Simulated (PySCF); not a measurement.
A geometry optimisation on `BrCl` (BrCl).

Computed with B3LYP/def2-TZVP geometry optimisation, gas phase (PySCF 2.14.0). Start geometry: GFN2-xTB. The input is one job of a driver script: a line of settings, then coordinates in Å.

Input:
```
{"job": {"xc": "B3LYP", "basis": "def2-TZVP", "grid": 1, "kind": "geom"}, "charge": 0, "multiplicity": 1}
Cl     1.069195    -0.002889    -0.002844
Br    -1.066438     0.004158    -0.011304
```

Question: Estimate the output.

Answer: 
```
step   0  E = -3034.39076673  max force = 0.010397
step   1  E = -3034.39100436  max force = 0.003575
step   2  E = -3034.39104334  max force = 0.001003
step   3  E = -3034.39104752  max force = 0.000028
optimisation converged
```

Energies in Eh; «max force» is the largest Cartesian gradient component in Eh/bohr.

Question: Give the first gradient maximum in eV/Å.

Answer: With 1 Eh/bohr = 51.422 eV/Å, 0.535 eV/Å.

Question: How much energy does the optimisation release, in kcal/mol?

Answer: E(step 0) − E(last step) = 0.000281 Eh, which is 0.2 kcal/mol.

Main results: final energy -3034.39105 Eh after 3 steps; dipole 0.48 D.

Question: Where do the atoms end?

Answer: 0.015 Å rms from the input after alignment:
```
atom  x, y, z in Å
Cl1    1.0865   -0.0106   -0.0044
Br2   -1.0794   -0.0009   -0.0161
```

Hardware: one thread, Intel Xeon Platinum 8375C at 2.90 GHz (x86_64), no GPU, on a shared host. Cost: 3.9 s of wall time, 0.37 GiB resident at most.
Labels such as C1 count atoms from 1, the log's own numbers from 0.
